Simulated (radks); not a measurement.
Species: Re29+. Configuration: [Kr] 4d10 (the NIST ground configuration).

Method: scalar-relativistic Kohn-Sham, LDA (Slater exchange, Perdew-Wang correlation), spin-polarised, spherical densities, point nucleus; computed with a radial shooting solver on a logarithmic mesh with Libxc functionals.

Energy parts (eV):
| part | energy |
|---|---|
| total | -442997.36 |
| kinetic | 490743.35 |
| electron-nucleus | -1047514.25 |
| Hartree | 121370.76 |
| exchange-correlation | -7597.22 |

Orbitals (lengths in bohr, moments of r in powers of bohr; r(max) is where P^2 peaks):
orbital  occ.  eigenvalue (eV)   r(max)
1s          2        -72628.65  0.01125
2s          2        -13445.51  0.06457
2p          6        -11866.86  0.05305
3s          2        -3908.895   0.1820
3p          6        -3443.046   0.1803
3d         10        -2916.657   0.1468
4s          2        -1542.773   0.4002
4p          6        -1378.128   0.4153
4d         10        -1177.502   0.4145
5s          0        -805.5525   0.7602
5p          0        -737.1909   0.7998

The highest occupied level is 4d at -1177.5 eV. For comparison, the ionisation energy in NIST's Atomic Spectra Database is 1194 eV (theoretical). In exact Kohn-Sham theory the highest level is minus the ionisation energy, but local and semilocal functionals leave it too shallow, through self-interaction and a potential that decays too fast; potentials with the right tail come closer. Summed over all electrons, <r^2> = 4.640 bohr^2, which gives a Langevin (diamagnetic) susceptibility term of -3.67 x 10^-6 cm^3/mol. The density falls to 0.001 e/bohr^3 at r = 1.21 bohr.
